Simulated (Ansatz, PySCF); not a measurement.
Reaction R1 → P1, each structure at its B3LYP-D3(BJ)/def2-TZVP stationary point, reached from a drawn start; harmonic modes at that level show minima.
R1, C2H3N (SMILES CC#N) (charge 0, multiplicity 1):
```xyz
6

C     -0.488     0.004    -0.008
C      0.966    -0.007     0.016
N      2.115    -0.016     0.035
H     -0.859    -0.760    -0.693
H     -0.882    -0.198     0.988
H     -0.851     0.977    -0.339
```
P1, C2H3N (SMILES [C-]#[N+]C) (charge 0, multiplicity 1, Z-matrix in Å and degrees):
```
C
H 1 1.0897
H 1 1.0897 2 109.15
H 1 1.0897 2 109.15 3 -119.22
N 1 1.4180 2 109.79 4 -120.39
C 5 1.1645 3 150.15 1 -180.00
```

P less R. No zero-point or thermal terms.

Cores are frozen in the correlated methods.

Codes used: Ansatz (Gaussian basis) for Hartree–Fock, density functionals and correlated methods; PySCF for the D3/D4 terms. No computed number here is a measurement.

Total energies in hartree:

```csv
structure,PBE/def2-TZVPP,B3LYP-D3(BJ)/def2-TZVPP,CCSD(T)/cc-pVQZ
R1,-132.635780,-132.816100,-132.565543
P1,-132.595980,-132.778856,-132.526980
```

Task: Work out the reaction energy at each level in kcal/mol (1 hartree = 627.50947 kcal/mol), and say how far PBE/def2-TZVPP lies from CCSD(T)/cc-pVQZ.

Result: 
- PBE/def2-TZVPP: (-132.595980) − (-132.635780) = 0.039800 hartree = 24.97 kcal/mol
- B3LYP-D3(BJ)/def2-TZVPP: (-132.778856) − (-132.816100) = 0.037244 hartree = 23.37 kcal/mol
- CCSD(T)/cc-pVQZ: (-132.526980) − (-132.565543) = 0.038563 hartree = 24.20 kcal/mol
PBE/def2-TZVPP less CCSD(T)/cc-pVQZ: 0.77 kcal/mol. CCSD(T)/cc-pVQZ is the level counted from, the highest shown, and no exact or measured value.

Ansatz is a program for electronic structure.
